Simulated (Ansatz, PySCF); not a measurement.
System: sum formula BNH (charge 0, doublet). It need not be the lowest isomer of its formula. SMILES: [N]=B
Structure (B3LYP-D3(BJ)/def2-TZVP (Ansatz, a quantum-chemistry and plane-wave program) minimum search):
```xyz
3

B      0.0000     0.0000    -0.6130
N      0.0000     0.0000     0.6925
H      0.0000     0.0000    -1.7820
```
Charge 0, spin multiplicity 2.

Quantity: vertical ionisation energy (to the triplet state of charge +1; each state is the SCF solution reached for its spin), in eV. Cores are frozen in the correlated levels unless marked. UHF or UKS for open shells. Spin-orbit coupling is left out. No relativistic terms. CBS(X,Y): correlation extrapolated as X^-3; Hartree-Fock from the larger set.

| level | program | vertical ionisation energy (eV) |
|---|---|---|
| SVWN5/def2-TZVPD | Ansatz | 11.83 |
| PBE/def2-TZVPD | Ansatz | 11.55 |
| r2SCAN/def2-TZVPD | Ansatz | 11.42 |
| B3LYP/def2-TZVPD | Ansatz | 11.46 |
| PBE0/def2-TZVPD | Ansatz | 11.30 |
| BHLYP/def2-TZVPD | Ansatz | 11.02 |
| CAM-B3LYP/def2-TZVPD | Ansatz | 11.42 |
| wB97X-V/def2-TZVPD | Ansatz | 11.32 |
| CCSD/aug-cc-pVDZ | Ansatz | 11.06 |
| CCSD/aug-cc-pVTZ | Ansatz | 11.19 |
| CCSD/def2-TZVPPD | Ansatz | 11.16 |
| CCSD/aug-cc-pVQZ | Ansatz | 11.23 |
| CCSD/CBS(aug-cc-pVTZ,aug-cc-pVQZ) | Ansatz | 11.27 |
| CCSD/CBS(def2-TZVPPD,def2-QZVPPD) | Ansatz | 11.26 |
| CCSD(T)/aug-cc-pVDZ | Ansatz | 11.18 |
| CCSD(T)/def2-SVPD | Ansatz | 11.26 |
| CCSD(T)/def2-TZVPPD | Ansatz | 11.32 |
| CCSD(T)/aug-cc-pVQZ | Ansatz | 11.40 |
| CCSD(T)/def2-QZVPPD | Ansatz | 11.38 |
| CCSD(T)/CBS(def2-TZVPPD,def2-QZVPPD) | Ansatz | 11.43 |
| CCSD(T)/CBS(aug-cc-pVTZ,aug-cc-pVQZ) | Ansatz | 11.44 |

For comparison, minus the highest occupied orbital energy (PySCF): 9.24 eV at MN15/def2-TZVPD, 8.51 eV at PW6B95/def2-TZVPD, 7.33 eV at BP86/def2-TZVPD.
